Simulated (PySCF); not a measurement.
**NMR problem set**

How the numbers were obtained: GFN2-xTB structure, shielding tensors at PBE0/pcSseg-1 (GIAO), in PySCF 2.14 (in vacuum, one computed conformer, non-relativistic Hamiltonian, equivalent nuclei averaged).

Referencing at the same level of theory: 1H (σref 31.72), 13C (σref 186.93) against TMS. Splittings of carbon signals by F and P are missing where no couplings were computed. Where no couplings were computed, multiplicities follow the n + 1 count of equivalent neighbours, and m marks all less simple cases (inequivalent or close neighbours, rings, F or P nearby). Shifts are as computed. Against solution values, carbons near 30 ppm lie about +3 ppm off and those near 130 ppm about +5 ppm. Of 1211 compounds with measured shifts, 218 miss one by over three times the rms of a fit or turn the order of signals round; such compounds aren't used in these exercises.

(1) C$_{6}$H$_{7}$F$_{3}$. 1H NMR (500 MHz, computed): δ 6.12 (m, 1H), 6.07 (m, 1H), 5.44 (m, 1H), 5.25 (m, 1H), 4.70 (m, 1H), 3.04 (m, 1H), 2.59 (m, 1H). 13C{1H} NMR (computed): δ 134.9 (CH), 133.7 (CH), 93.5 (CH), 92.3 (CH), 92.0 (CH), 32.8 (CH2). Give a structure.

(2) C$_{6}$H$_{7}$F$_{3}$. 1H NMR (400 MHz, computed): δ 6.91 (m, 1H), 5.38 (m, 1H), 4.93 (m, 1H), 1.45 (m, 2H), 0.86 (m, 2H). 13C{1H} NMR (computed): δ 145.3 (CH), 136.8 (C), 116.0 (CH2), 27.6 (C), 20.5 (CH2). Identify the compound.

Results:

(1) `F[C@@H]1[C@H](F)C=CC[C@@H]1F`. The formula gives 2 degrees of unsaturation (1 ring in the answer). 6 carbon signals for 6 carbons: no two carbons are equivalent. Carbon types of the structure: 5 × CH, 1 × CH2, which accounts for all hydrogens. δC 134.9, 133.7: alkene CH; as expected for a trigonal carbon in a double bond. δC 93.5, 92.0: sp3 CH bonded to F; pulled downfield by the heteroatom. δC 92.3: allylic sp3 CH bonded to F; the inductive effect lowers its shielding. δH 5.25: hydrogen on an allylic sp3 CH bonded to F; its carbon carries F, an electronegative neighbour.

The shifts were computed for this structure.

(2) `C=CC1(C(F)(F)F)CC1`. Rings plus π bonds: 2 (1 ring in the answer). 5 carbon signals for 6 carbons: some carbons are equivalent by symmetry or fast rotation. Carbon types of the structure: 2 × C, 1 × CH, 3 × CH2, which accounts for all hydrogens. δC 145.3: alkene CH; as expected for a trigonal carbon in a double bond. δC 136.8: CF3 carbon; 3 electronegative neighbours deshield it. δC 116.0: terminal =CH2 carbon; as expected for a trigonal carbon in a double bond. δH 5.38, 4.93: hydrogen on a terminal =CH2 carbon; attached to an sp2 carbon and in the plane of the double bond.

The shifts were computed for this structure.
